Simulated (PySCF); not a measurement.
## Two-component Hartree-Fock for Ag¹⁵⁺ (silver, charge +15)

Start: [Ar] 3d10 4s2 4p2; 4p1/2 filled at m_j = -1/2, +1/2. Calculated with PySCF 2.14 in an uncontracted even-tempered set (18 s from 0.75 bohr⁻², ratio 2.8; 14 p from 0.97 bohr⁻², ratio 2.8; 9 d from 1.7 bohr⁻², ratio 2.8; 4 f from 5.6 bohr⁻², ratio 3): generalised Hartree-Fock with the X2C-1e Hamiltonian and a Gaussian nucleus; spin-orbit coupling (SO) screened by Boettger's factors.

```csv
spinor shell,electrons,"ε, screened SO (eV)",weight of nominal j (screened SO),"rms radius, screened SO (bohr)"
1s1/2,2,-26018.2,1.000,0.0357
2s1/2,2,-4231.1,1.000,0.146
2p1/2,2,-3949.6,1.000,0.127
2p3/2,4,-3770.7,1.000,0.131
3s1/2,2,-1098.6,1.000,0.390
3p1/2,2,-985.94,1.000,0.383
3p3/2,4,-950.78,1.000,0.395
3d3/2,4,-753.62,1.000,0.368
3d5/2,6,-746.42,1.000,0.371
4s1/2,2,-417.60,1.000,0.865
4p1/2,2,-379.07,1.000,0.900
```

```csv
quantity,screened SO
E (hartree),-5231.28368
M_J,0
⟨J²⟩,0.000
⟨L²⟩,1.340
⟨S²⟩,1.340
```

Breit and QED terms are absent; they matter most for the inner s and p1/2 levels.

Densities and radii are taken from the X2C orbitals without a picture-change correction, which distorts them close to the nucleus.
